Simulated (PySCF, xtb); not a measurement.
C4H9NSi, SMILES N[SiH]1CC=CC1.

GFN2-xTB (xtb) at its own geometry gives an orbital gap of 5.13 eV and a dipole moment of 1.37 D.

Geometry: PBE0-D3(BJ)/def2-SVP. One conformer was computed; it need not be the lowest.

Problem. What does PBE/def2-TZVP run with PySCF give? (The exact figures need the calculation; the answer reports its results.)

Solution. gap 5.22 eV (levels -5.68 and -0.46 eV), dipole 1.09 D.
